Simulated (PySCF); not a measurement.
C5HNS.
Bonds: C1–C2 (triple), C2–C3, C3–C4 (double), C4–S5 (double), C3–C6, C6–N7 (triple). Hydrogens: H8 on C1.

Computed, not measured: PBE0-D3(BJ)/def2-SVP geometry optimisation, gas phase (PySCF).

**Question.** What internal coordinates does the optimisation give?

**Answer.** 
| bond | length (pm) |
| --- | --- |
| C1≡C2 | 121.2 |
| C2–C3 | 142.5 |
| C3=C4 | 134.4 |
| C4=S5 | 153.9 |
| C3–C6 | 143.0 |
| C6≡N7 | 116.0 |
| C1–H8 | 107.5 |

A selection of angles:
| angle | degrees |
| --- | --- |
| C2–C1–H8 | 179.7 |
| C1–C2–C3 | 179.8 |
| C2–C3–C4 | 120.1 |
| C2–C3–C6 | 121.4 |
| C4–C3–C6 | 118.5 |
| C3–C4–S5 | 179.8 |
| C3–C6–N7 | 180.0 |

The 7 heavy atoms lie in one plane (0.001 Å rms). The 4 C–C bonds span 1.212 Å (C1≡C2, drawn triple) to 1.430 Å (C3–C6, drawn single), a spread of 0.218 Å.

Point group: Cs (tolerance 0.08 Å). Not checked by PBE0-D3(BJ)/def2-SVP frequencies.
